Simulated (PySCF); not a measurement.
C₂H₆B, SMILES C[B]C (connectivity only; charge and spin as stated), charge +1, multiplicity 1.

Coordinates come from a ωB97X-D3(BJ)/def2-TZVP optimisation. The spin state was assumed, not searched. The isomer is the one that the SMILES or the coordinates give; other isomers of the formula were not compared.

Method: PySCF with TDDFT-PBE/def2-SVPD.

Vertical excitations; the highest root listed may be one member of a degenerate set. Gas-phase values at a fixed geometry. State labels are in the subgroup C2h.

```json
[
 {"state": "S1", "symmetry": "Ag", "energy (eV)": "7.32", "λ (nm)": "169", "f": "0.000", "main pairs": "HOMO→LUMO+1 (degenerate set)"},
 {"state": "S2", "symmetry": "Bg", "energy (eV)": "7.32", "λ (nm)": "169", "f": "0.000", "main pairs": "HOMO→LUMO (degenerate set)"},
 {"state": "S3", "symmetry": "Au", "energy (eV)": "7.49", "λ (nm)": "166", "f": "0.000", "main pairs": "HOMO−1→LUMO 50 %, HOMO−2→LUMO+1 50 %"},
 {"state": "S4", "symmetry": "Au", "energy (eV)": "7.69", "λ (nm)": "161", "f": "0.008", "main pairs": "HOMO−2→LUMO+1, HOMO−1→LUMO (degenerate set)"},
 {"state": "S5", "symmetry": "Bu", "energy (eV)": "7.69", "λ (nm)": "161", "f": "0.008", "main pairs": "HOMO−1→LUMO+1, HOMO−2→LUMO (degenerate set)"},
 {"state": "S6", "symmetry": "Bg", "energy (eV)": "8.18", "λ (nm)": "152", "f": "0.000", "main pairs": "HOMO−3→LUMO 50 %, HOMO−4→LUMO+1 50 %"},
 {"state": "S7", "symmetry": "Ag", "energy (eV)": "8.37", "λ (nm)": "148", "f": "0.000", "main pairs": "HOMO−3→LUMO+1, HOMO−4→LUMO (degenerate set)"},
 {"state": "S8", "symmetry": "Bg", "energy (eV)": "8.37", "λ (nm)": "148", "f": "0.000", "main pairs": "HOMO−4→LUMO+1, HOMO−3→LUMO (degenerate set)"},
 {"state": "S9", "symmetry": "Bu", "energy (eV)": "8.85", "λ (nm)": "140", "f": "0.733", "main pairs": "HOMO−2→LUMO 48 %, HOMO−1→LUMO+1 48 %"},
 {"state": "S10", "symmetry": "Bu", "energy (eV)": "9.59", "λ (nm)": "129", "f": "0.073", "main pairs": "HOMO−5→LUMO+1 95 %"},
 {"state": "T1", "symmetry": "Ag", "energy (eV)": "6.65", "λ (nm)": "186", "f": "0", "main pairs": "HOMO→LUMO+1 (degenerate set)"},
 {"state": "T2", "symmetry": "Bg", "energy (eV)": "6.65", "λ (nm)": "186", "f": "0", "main pairs": "HOMO→LUMO (degenerate set)"},
 {"state": "T3", "symmetry": "Bu", "energy (eV)": "7.13", "λ (nm)": "174", "f": "0", "main pairs": "HOMO−1→LUMO+1 50 %, HOMO−2→LUMO 50 %"},
 {"state": "T4", "symmetry": "Au", "energy (eV)": "7.27", "λ (nm)": "170", "f": "0", "main pairs": "HOMO−1→LUMO 49 %, HOMO−2→LUMO+1 49 %"}
]
```
Triplets are in the Tamm–Dancoff approximation, which puts them higher than full response would, so one can lie above its singlet here.
